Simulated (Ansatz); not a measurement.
CHF2NSi can be A, `FC1=N[SiH]1F`, or B, `N#C[SiH](F)F`.

Calculated with Ansatz (gas phase, PBE0-D4/def2-TZVP geometries, no zero-point term in ΔE). CBS: MP2 limit from def2 TZ/QZ plus the TZ coupled-cluster correction, frozen cores. This one scheme is used for every species. Functionals use def2-TZVPP. B3LYP here is the variant with VWN-RPA as its local correlation; programs differ in this.

Which is lower in electronic energy at CCSD(T)/CBS, and by how much? (An estimate is asked.)

The calculation gave: B, by 77.3 kcal/mol.

Give E(B) − E(A) in kcal/mol with r2SCAN-D4, MP2/def2-TZVPP, B3LYP-D4, PBE0-D4, B3LYP, CCSD/def2-TZVPP, LDA (SPW92). (Estimate.)

The calculation gave: r2SCAN-D4 -69.0, MP2/def2-TZVPP -79.8, B3LYP-D4 -73.3, PBE0-D4 -66.3, B3LYP -73.4, CCSD/def2-TZVPP -79.1, LDA (SPW92) -56.9. None reverses the order clearly.

Does the order hold for the free energy at 298.15 K (harmonic terms from PBE0-D4)? (Estimate.)

Computed: Yes: G(B) − G(A) = -78.1 kcal/mol.

Largest T1 diagnostic: 0.014.

Leaving LDA and LC-ωPBE aside and taking each functional with its dispersion term where it has one, the values, not all of them listed here, spread over 13.0 kcal/mol, from B2PLYP to PBE-D4. LDA lies +6.9 kcal/mol from PBE without D4. From BLYP to BHLYP (50 % exact exchange), in def2-TZVPP and without D4, E(B) − E(A) moves by −4.2 kcal/mol.
